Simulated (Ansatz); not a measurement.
Reaction (cleavage of the Si–Ge bond): `[SiH3][SiH2][SiH2][GeH2][SiH2][SiH3]` + HCl → `[SiH3][SiH2]Cl` + `[SiH3][SiH2][SiH2][GeH3]`

Program: Ansatz. Geometries: PBE0-D4/def2-TZVP. ΔE: electronic, gas phase. CCSD(T)/CBS adds triple-zeta CCSD(T) − MP2 to the extrapolated MP2 energy (def2 sets, frozen cores). This one scheme is used for every species. DFT in def2-TZVPP. For Ge outer-core shells are correlated without core-valence functions, which leaves a few kJ/mol of doubt a bond. Scalar relativity is left out up to krypton. One conformer a species, not always the lowest.

CCSD(T)/CBS gives -13.2 kcal/mol.

Q: Another level gave -13.8 kcal/mol. Which?
A. B2PLYP/def2-TZVPP
B. B97M-V/def2-TZVPP
C. PBE-D4/def2-TZVPP
D. r2SCAN-D4/def2-TZVPP

A: D. r2SCAN-D4 -13.8, B2PLYP -16.5, PBE-D4 -10.9, B97M-V -15.1 kcal/mol.

Largest T1 diagnostic among the species: 0.013.

Leaving LDA and LC-ωPBE aside and taking each functional with its dispersion term where it has one, the values spread over 5.6 kcal/mol, from B2PLYP to PBE-D4. LDA lies +3.0 kcal/mol from PBE without D4. The D4 term adds +4.8 kcal/mol with B3LYP and +3.0 kcal/mol with PBE0; it sums over pairs of atoms, weighted by their polarisabilities, and B3LYP, whose exchange is more repulsive, gets the larger term.

B3LYP here is the variant with VWN-RPA as its local correlation; programs differ in this.
